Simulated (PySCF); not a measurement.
This PySCF input asks for the NMR shieldings of SMILES C[N@@H+]([BH2-]O)[C@H]1C[C@@H]1N, C4H13BN2O; the geometry comes from GFN2-xTB.

```python
import basis_set_exchange as bse
import numpy as np
from pyscf import gto, dft
from pyscf.prop import nmr

atoms = """
C    -1.682820    1.528301    0.135719
N    -0.776340    0.462903    0.543899
B    -1.632022   -1.005049    1.020325
O    -0.622177   -1.855896    1.528855
C     0.233569    0.200634   -0.449362
C     1.414499    1.120084   -0.603320
C     1.597650   -0.260490   -0.033727
N     2.235790   -1.235864   -0.867907
H    -2.406741    1.704597    0.927413
H    -2.220670    1.205553   -0.753864
H    -1.144321    2.453421   -0.086694
H    -0.322541    0.708972    1.419959
H    -2.171899   -1.340706    0.007251
H    -2.340267   -0.596896    1.883677
H    -0.266979   -2.430551    0.854257
H    -0.178589   -0.236592   -1.349553
H     1.783325    1.298623   -1.600417
H     1.508961    1.962556    0.065806
H     1.775781   -0.323586    1.042261
H     3.245427   -1.169172   -0.794927
H     1.961445   -2.173898   -0.596472
"""
names = dict.fromkeys(["C", "N", "B", "O", "H"], "pcSseg-1")
basis = {el: gto.basis.parse(bse.get_basis(n, elements=[el], fmt="nwchem")) for el, n in names.items()}
mol = gto.M(atom=atoms, basis=basis, charge=0, verbose=0)
mf = dft.RKS(mol, xc="PBE0")
mf.grids.level = 2
mf.grids.alignment = dft.numint.BLKSIZE   # the property module wants whole blocks of grid points
mf.conv_tol = 1e-9
mf.kernel()

calc = nmr.RKS(mf)   # GIAO
C = mf.mo_coeff
Co = C[:, mf.mo_occ > 0]
resp = mf.gen_response(singlet=True, hermi=2)
def vind(x):   # induced exchange potential for any number of trial vectors
    d = np.einsum("pi,xij,qj->xpq", C, 2 * x.reshape(-1, C.shape[1], Co.shape[1]), Co, optimize=True)
    return np.einsum("xpq,pi,qj->xij", resp(d - d.transpose(0, 2, 1)), C, Co, optimize=True).ravel()
mo1, _ = nmr.rhf.solve_mo1(calc, with_cphf=vind)
sigma = calc.kernel(mo1)
for i, s in enumerate(sigma):   # ppm
    w = np.linalg.eigvalsh((s + s.T) / 2)
    print("%2d %-2s iso %8.1f  s11 %8.1f  s22 %8.1f  s33 %8.1f" % (i, mol.atom_pure_symbol(i), w.mean(), *w))
```

Task: What are the results?

Result: 
```
 0 C  iso    151.8  s11    128.9  s22    138.1  s33    188.4
 1 N  iso    186.1  s11    159.7  s22    184.5  s33    214.2
 2 B  iso     97.7  s11     81.8  s22     97.4  s33    113.8
 3 O  iso    283.0  s11    243.7  s22    277.4  s33    327.8
 4 C  iso    142.4  s11    108.8  s22    119.5  s33    198.8
 5 C  iso    172.6  s11    145.3  s22    160.7  s33    211.9
 6 C  iso    150.6  s11    118.1  s22    134.1  s33    199.6
 7 N  iso    224.4  s11    190.2  s22    229.9  s33    253.3
 8 H  iso     29.1  s11     24.0  s22     26.8  s33     36.3
 9 H  iso     29.4  s11     25.6  s22     27.0  s33     35.5
10 H  iso     29.5  s11     24.3  s22     28.4  s33     35.7
11 H  iso     30.7  s11     24.2  s22     29.7  s33     38.3
12 H  iso     28.6  s11     24.7  s22     29.5  s33     31.5
13 H  iso     28.5  s11     24.5  s22     28.9  s33     32.0
14 H  iso     30.5  s11     23.9  s22     27.7  s33     39.7
15 H  iso     29.9  s11     24.4  s22     29.3  s33     35.9
16 H  iso     31.1  s11     25.6  s22     27.5  s33     40.1
17 H  iso     31.4  s11     26.3  s22     28.2  s33     39.8
18 H  iso     28.7  s11     23.1  s22     28.2  s33     34.9
19 H  iso     30.5  s11     22.6  s22     27.4  s33     41.6
20 H  iso     30.4  s11     22.2  s22     29.2  s33     39.9
```

These numbers come from an equivalent density-fitted implementation of the same equations, which agrees with the script to about 0.01 ppm for H and up to a few tenths of a ppm for heavy atoms, so last digits may differ.

Size and cost of the density-fitted run: 201 basis functions, 52 s wall time on 1 thread of an Arm Neoverse V1, shared host; peak memory 0.9 GiB.
